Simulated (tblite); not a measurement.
Species: C₆H₈F₂Si.
Cartesian coordinates in Å at the GFN2-xTB level; atoms count from 1:
```
atom  x, y, z in Å
C1     3.082    1.106   -0.407
C2     2.034    0.134   -0.215
C3     1.161   -0.681   -0.047
Si4   -0.235   -1.855    0.161
F5    -0.331   -2.247    1.729
C6    -1.877   -0.978   -0.278
C7    -2.042    0.257    0.533
C8    -1.725    1.474    0.128
F9    -1.250    1.717   -1.114
H10    3.836    0.710   -1.087
H11    3.550    1.341    0.548
H12    2.662    2.017   -0.833
H13   -0.066   -3.125   -0.530
H14   -1.875   -0.727   -1.337
H15   -2.712   -1.653   -0.090
H16   -2.405    0.143    1.543
H17   -1.815    2.381    0.704
```

Level: GFN2-xTB in tblite, geometry and Hessian alike; calculated harmonic values, unscaled, isolated species. Against measured fundamentals such values can be off by several per cent, at times by over 20. Modes of hydrogen on silicon can be 10 to 20 % off. One conformer, not necessarily the lowest.

Harmonic wavenumbers (cm⁻¹): 27.1, 28.9, 38.5, 70.6, 96.8, 135.7, 179.2, 230.1, 248.6, 291.4, 325.0, 328.5, 466.5, 546.4, 601.6, 616.9, 652.3, 717.8, 774.3, 802.2, 833.5, 870.5, 988.7, 1013.1, 1013.5, 1055.5, 1121.3, 1145.3, 1210.0, 1238.6, 1304.9, 1379.8, 1442.6, 1443.5, 1460.6, 1718.8, 2312.1, 2326.8, 2984.4, 3006.3, 3007.2, 3008.9, 3012.4, 3087.0, 3102.1.

A = 1253, B = 1126, C = 669.7 MHz; mass 146.036 u (most abundant isotopes); point group C1, symmetry number 1.

Problem. What is the zero-point energy?

Solution. Half the sum of the wavenumbers: 26133 cm⁻¹ = 312.62 kJ/mol.

Problem. Give the ideal-gas entropy at 298.15 K and 1 bar in the rigid-rotor, harmonic-oscillator model (classical rotation).

Solution. Translation 171.01, rotation 126.40, vibration 175.66: S = 473.1 J/(mol K).

Problem. And Cp and H(298.15 K) − H(0)?

Solution. Cp = 174.40 J/(mol K), of which vibrations give 141.15 (their classical limit is 45 R = 374.2); H(298.15 K) − H(0) = 33.98 kJ/mol without the zero-point energy, 24.06 from vibrations.

Problem. What must be added to the electronic energy to get the Gibbs energy at 298.15 K and 1 bar?

Solution. ZPE + [H(298.15 K) − H(0)] − T·S = 312.62 + 33.98 − 141.05 = 205.55 kJ/mol.

Problem. How do the functions run with temperature in this model?

Solution. 
```tsv
T (K)	S (J/(mol K))	Cp (J/(mol K))	H − H(0) (kJ/mol)	G − H(0) (kJ/mol)	ln q(vib)
100	331.5	96.9	6.93	-26.22	4.13
200	411.3	137.1	18.68	-63.59	8.07
300	474.2	175.1	34.30	-107.94	11.48
500	579.1	237.1	75.91	-213.63	17.55
800	704.2	294.7	156.46	-406.91	25.46
1000	772.8	319.6	218.02	-554.77	30.11
```

q(vib) and H(0) count from the zero-point level.

Hindered rotation and anharmonicity are outside this model. Other conformers, if any are populated, would add a mixing term that is left out. The structure is chiral; the term R ln 2 for an equal mix with its mirror image is left out.
